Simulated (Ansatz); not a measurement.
# Redistribution: C3H5Br + CH3F → C3H5F + CH3Br

Species: C3H5Br (allyl bromide) `C=CCBr`, singlet; CH3F (fluoromethane) `CF`, singlet; C3H5F (allyl fluoride) `C=CCF`, singlet; CH3Br (bromomethane) `CBr`, singlet. The partners trade Br for F; both sit on C, so the bond types are kept.

Shapes, held fixed at every level: PBE0-D4/def2-TZVP. Flexible molecules stand in one conformer, not always the lowest. Programs: Ansatz 0.2.0. Electronic energies: no zero-point or thermal term.

```tsv
level	kind	ΔE (kJ/mol)	less CCSD(T)/def2-TZVPP
PBE-D4/def2-TZVPP	GGA	-2.5	+0.4
r2SCAN-D4/def2-TZVPP	meta-GGA	-3.6	-0.7
wB97M-V/def2-TZVPP	range-separated hybrid	-5.9	-3.0
wB97X-V/def2-TZVPP	range-separated hybrid	-6.3	-3.4
B2PLYP/def2-TZVPP	double hybrid	-3.9	-1.0
MP2/def2-TZVPP	perturbation theory	+0.5	+3.4
CCSD/def2-TZVPP	coupled cluster or CI	-4.1	-1.2
CCSD(T)/def2-TZVPP	coupled cluster or CI	-2.9	0.0
```

The highest level, CCSD(T)/def2-TZVPP, gives ΔE = -2.9 kJ/mol; the levels span -6.3 to +0.5. That is about zero within the method's error. They disagree on the sign: 1 of 8 are positive. The column of differences is taken from that level and isn't an error. No measured value is set beside it here. Relativity is left out for Br unless named. Correlated rows may include outer-core shells of Br, which these sets cover unevenly.
